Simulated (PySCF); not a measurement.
Shapes and spin states of NbBr2

Level of theory: PBE0/[Nb def2-SVP with ECP28, Br def2-SVP], scalar-relativistic core potentials, density fitting, no spin–orbit coupling, PySCF.

Relaxations began from a few typed shapes and spin states; open shells are unrestricted. The search is not exhaustive: other isomers or separated fragments can lie lower, and high-lying points may rest on an excited occupation.

Q: Which is the lowest minimum found?
A. quartet C2v: Nb–Br 2.447 Å (×2); Br–Nb–Br 177.5°
B. quartet D∞h: Nb–Br 2.447 Å (×2); Br–Nb–Br 180.0°
C. broken-symmetry Ms = 1/2 (⟨S²⟩ 1.71) C2v: Nb–Br 2.436 Å (×2); Br–Nb–Br 162.2°

A: B. The others lie at 0.0 (quartet C2v), 58.4 (broken-symmetry Ms = 1/2 C2v) kJ/mol above it.

Formally Nb is in oxidation state +2, d3, with 3 unpaired electrons (the high-spin count). The Mulliken spin on Nb is 3.22. The polar-tensor charge on Nb, 1.11, is far below the formal one.

For the lowest minimum: open d and f shells are described by one determinant, and the ground state may have another occupation or spin.
